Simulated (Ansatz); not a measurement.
`[AlH]1[SiH2][SbH]1` and `[AlH]1[SiH2][AsH]1` differ in one element.

Ansatz, PBE0-D4/def2-TZVP geometries, multiplicity 1. 

Elements past krypton have def2 core potentials. Scalar relativity is left out up to krypton.

```tsv
property	`[AlH]1[SiH2][SbH]1`
HOMO–LUMO gap (ωB97M-V/def2-TZVPP) / eV	7.51
ideal-gas entropy at 298 K and 1 bar (rigid rotor, harmonic PBE0-D4/def2-TZVP) / J/(mol·K)	326
HOMO energy (PBE0/def2-TZVPP) / eV	-6.05
HOMO–LUMO gap (PBE/def2-TZVPP) / eV	2.45
LUMO energy (ωB97M-V/def2-TZVPP) / eV	-0.34
HOMO energy (B3LYP/def2-TZVPP) / eV	-5.84
```

(1) What does the change do to each property? (Best estimate.)

Answers

(1) The calculation gave: 
```json
{"property": "HOMO–LUMO gap (ωB97M-V/def2-TZVPP) / eV", "`[AlH]1[SiH2][AsH]1`": "7.72", "shift": "0.21"}
{"property": "ideal-gas entropy at 298 K and 1 bar (rigid rotor, harmonic PBE0-D4/def2-TZVP) / J/(mol·K)", "`[AlH]1[SiH2][AsH]1`": "320", "shift": "-6"}
{"property": "HOMO energy (PBE0/def2-TZVPP) / eV", "`[AlH]1[SiH2][AsH]1`": "-6.11", "shift": "-0.06"}
{"property": "HOMO–LUMO gap (PBE/def2-TZVPP) / eV", "`[AlH]1[SiH2][AsH]1`": "2.57", "shift": "0.12"}
{"property": "LUMO energy (ωB97M-V/def2-TZVPP) / eV", "`[AlH]1[SiH2][AsH]1`": "-0.23", "shift": "0.11"}
{"property": "HOMO energy (B3LYP/def2-TZVPP) / eV", "`[AlH]1[SiH2][AsH]1`": "-5.90", "shift": "-0.06"}
```

With PBE0 the HOMO falls by 0.06 eV and the LUMO rises by 0.13 eV, so the gap widens by about 0.19 eV. PBE moves the HOMO by -0.02 eV and ωB97M-V by -0.09 eV.

B3LYP here is the variant with VWN-RPA as its local correlation; programs differ in this.

Spin–orbit coupling is left out; it splits and shifts lone-pair levels of the heavy atoms by tenths of an eV.
